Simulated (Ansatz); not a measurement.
AlOF, SMILES [O]=[Al][F].

Geometry: B3LYP-D3(BJ)/def2-TZVP.

Two levels are set side by side: PBE/def2-TZVPD (Ansatz, a quantum-chemistry and plane-wave program) and PBE0/def2-TZVPD (Ansatz). Energy differences of separate SCF runs at the same geometry; the states with an electron removed or added have multiplicity 2 and 2. Differences are taken from unrounded values.

```csv
quantity,PBE0,PBE,PBE minus PBE0
vertical ionisation energy (eV),10.38,10.76,0.37
vertical electron affinity (eV),1.19,1.21,0.03
vertical singlet–triplet gap (eV),2.65,3.00,0.35
```
